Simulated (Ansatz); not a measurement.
`C[N](C)[Ge][Cl]` and `CN(C)[Si]Cl` differ in one atom or group.

Ansatz, PBE0-D4/def2-TZVP geometries, multiplicity 1. Each molecule was computed in one conformer, which needn't be the lowest.

Scalar relativity is left out up to krypton.

```
                                                                                  property  `C[N](C)[Ge][Cl]`
                                                       HOMO energy (B3LYP/def2-TZVPP) / eV              -6.88
ideal-gas entropy at 298 K and 1 bar (rigid rotor, harmonic PBE0-D4/def2-TZVP) / J/(mol·K)                356
                                                     HOMO–LUMO gap (B3LYP/def2-TZVPP) / eV               4.95
                                                       LUMO energy (B3LYP/def2-TZVPP) / eV              -1.92
                                                      HOMO–LUMO gap (PBE0/def2-TZVPP) / eV               5.37
                                          size of the dipole moment (B3LYP/def2-TZVPP) / D               3.09
```

**Question.** What does the change do to each property? (An estimate is asked.)

**Answer.** The calculation gave: 
| property | `CN(C)[Si]Cl` | shift |
| --- | --- | --- |
| HOMO energy (B3LYP/def2-TZVPP) / eV | -6.76 | 0.12 |
| ideal-gas entropy at 298 K and 1 bar (rigid rotor, harmonic PBE0-D4/def2-TZVP) / J/(mol·K) | 342 | -14 |
| HOMO–LUMO gap (B3LYP/def2-TZVPP) / eV | 5.14 | 0.19 |
| LUMO energy (B3LYP/def2-TZVPP) / eV | -1.62 | 0.30 |
| HOMO–LUMO gap (PBE0/def2-TZVPP) / eV | 5.50 | 0.13 |
| size of the dipole moment (B3LYP/def2-TZVPP) / D | 2.98 | -0.11 |

With PBE0 the HOMO rises by 0.15 eV and the LUMO rises by 0.27 eV, so the gap widens by about 0.12 eV. PBE moves the HOMO by 0.06 eV and ωB97M-V by 0.24 eV. Dipoles are sizes alone; their direction can turn.

B3LYP here is the variant with VWN-RPA as its local correlation; programs differ in this.
